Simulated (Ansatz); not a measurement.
A run for Ansatz (an electronic-structure program): U-wB97X-V/def2-TZVPP on CdF2 (SMILES [F][Cd][F]), a point of a bond scan (R = 3.867 Å). Elements past Kr take the def2 small-core potentials; no spin–orbit coupling.

Ansatz 0.2 input:
```yaml
crystal:
  periodic: [false, false, false]
  atoms:
    - {symbol: Cd, position_ang: [0.00000000, 0.00000000, 0.00000000]}
    - {symbol: F, position_ang: [-0.00000000, -0.00000000, -3.86698612]}
    - {symbol: F, position_ang: [0.00000000, 0.00000000, 1.93349306]}
basis:
  gaussian:
    orbitals: def2-TZVPP
hamiltonian:
  xc: {name: wB97X-V}
magnetization: {spin_polarized: true, initial_magnetization: 0}
```

### Question
Give the final energy of this run.

### Answer
-367.3168 hartree. Its determinant has ⟨S²⟩ = 0.78, a mixture of spin states.

### Question
How many basis functions does it have, and what does it roughly cost on one machine?

### Answer
118 functions; roughly 60 core-seconds.
